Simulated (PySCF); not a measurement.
## Dipole response of F⁻ (fluorine, charge -1)

[Ne], closed-shell 1S. Calculation: PySCF 2.14, in aug-cc-pVTZ; the non-relativistic Hamiltonian (point nucleus). Coupled (time-dependent) response in atomic units; α is the mean over directions.

```
 method  mean α (bohr³)  C₆ (like pair)  S(−4)
    UHF           7.091           26.48  27.37
   PBE0           8.770           34.29  49.19
wB97X-V           8.832           34.57  50.55
r2SCAN0           8.507           33.62  43.17
```

S(−4) is the Cauchy moment in α(ω) = α(0) + S(−4) ω² + …

α(iu) at r2SCAN0:

```json
{"u (hartree)": "0", "α(iu) (bohr³)": "8.507"}
{"u (hartree)": "0.0500", "α(iu) (bohr³)": "8.401"}
{"u (hartree)": "0.100", "α(iu) (bohr³)": "8.109"}
{"u (hartree)": "0.200", "α(iu) (bohr³)": "7.212"}
{"u (hartree)": "0.300", "α(iu) (bohr³)": "6.265"}
{"u (hartree)": "0.500", "α(iu) (bohr³)": "4.795"}
{"u (hartree)": "0.750", "α(iu) (bohr³)": "3.595"}
{"u (hartree)": "1.00", "α(iu) (bohr³)": "2.776"}
{"u (hartree)": "1.50", "α(iu) (bohr³)": "1.755"}
{"u (hartree)": "2.00", "α(iu) (bohr³)": "1.189"}
{"u (hartree)": "3.00", "α(iu) (bohr³)": "0.6419"}
{"u (hartree)": "5.00", "α(iu) (bohr³)": "0.2742"}
```

For an ion, C₆ is the dispersion term alone; charge-induced terms of lower order in 1/R come first.
